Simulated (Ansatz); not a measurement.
Cost and result for the atomization energy of CH₇NOSi₂ (`C=N[SiH](O)[SiH3]`) (12 atoms, 11 bonds).

```xyz
12

C     0.201    1.996   -1.164
N    -0.468    1.355   -0.313
Si   -0.631   -0.366   -0.190
O     0.085   -1.230   -1.406
Si    0.409   -0.984    1.812
H     0.763    1.526   -1.985
H     0.252    3.090   -1.118
H    -2.098   -0.622   -0.191
H    -0.434   -1.408   -2.192
H    -0.212   -0.270    2.959
H     1.855   -0.637    1.755
H     0.277   -2.450    2.034
```

The species carries charge 0 and has multiplicity 1. All single points use the PBE0-D4/def2-TZVP geometry. It is one conformer, not always the lowest. Program: Ansatz. All runs use 4 threads of an Intel Xeon on a shared host. Times are those of one run each, without the atoms' runs, and a repeat can differ threefold. Electronic energies, without spin–orbit coupling; frozen cores. CCSD(T)/CBS adds CCSD(T) − MP2 in def2-TZVPP to the MP2 limit, and its time is that of the two runs behind it. T1 = 0.013. HSE06 is the plane-wave form, built on full-range PBE exchange.

CCSD(T)/CBS is a level of theory with its own doubt, some kJ/mol a heavy atom from the limit and from the frozen cores, so smaller differences don't rank the functionals.

```csv
level,functions,wall time
LDA (SPW92)/def2-TZVPP,275,1.3 s
PBE-D4/def2-TZVPP (with forces),275,2.5 s
PBE0-D4/def2-TZVPP,275,2.9 s
BHLYP-D4/def2-TZVPP,275,2.9 s
HSE06-D4/def2-TZVPP,275,3.2 s
CAM-B3LYP-D4/def2-TZVPP,275,3.3 s
CCSD(T)/def2-SVP,113,4 s
r2SCANh-D4/def2-TZVPP,275,4.2 s
PBE-QIDH/def2-TZVPP,275,5.5 s
ωB97M-V/def2-TZVPP (with forces),275,9.5 s
MP2/def2-QZVPP,521,20 s
CCSD(T)/def2-TZVPP,275,100 s
CCSD(T)/CBS(def2),–,2 min
```

(1) What atomization energy does each give, and how far from CCSD(T)/CBS? (Best estimate.)

## Answers

(1) The calculation gave: 
```tsv
level	atomization (kJ/mol)	difference from CCSD(T)/CBS	per bond
LDA (SPW92)/def2-TZVPP	4787.2	560.0	50.9
PBE-D4/def2-TZVPP (with forces)	4269.5	42.3	3.8
PBE0-D4/def2-TZVPP	4191.3	-35.9	-3.3
BHLYP-D4/def2-TZVPP	4108.1	-119.1	-10.8
HSE06-D4/def2-TZVPP	4194.2	-33.0	-3.0
CAM-B3LYP-D4/def2-TZVPP	4243.5	16.3	1.5
CCSD(T)/def2-SVP	3910.9	-316.3	-28.8
r2SCANh-D4/def2-TZVPP	4184.0	-43.2	-3.9
PBE-QIDH/def2-TZVPP	4158.8	-68.4	-6.2
ωB97M-V/def2-TZVPP (with forces)	4231.1	3.9	0.4
MP2/def2-QZVPP	4219.3	-7.9	-0.7
CCSD(T)/def2-TZVPP	4100.4	-126.8	-11.5
CCSD(T)/CBS(def2)	4227.2	0.0	0.0
```

Leaving LDA and LC-ωPBE aside and taking each functional with its dispersion term where it has one, the values spread over 161.4 kJ/mol, from BHLYP-D4 to PBE-D4. LDA lies +544.2 kJ/mol from PBE without D4, its usual overbinding. At CCSD(T), def2-SVP lies −316.3 kJ/mol from the extrapolated value and def2-TZVPP −126.8 kJ/mol: correlation converges slowly with the basis, and small sets miss more of it in the bonded molecule than in its fragments. From BLYP to BHLYP (50 % exact exchange), in def2-TZVPP and without D4, the atomization energy moves by −95.9 kJ/mol: exact exchange takes away binding that semilocal exchange gives to molecules.
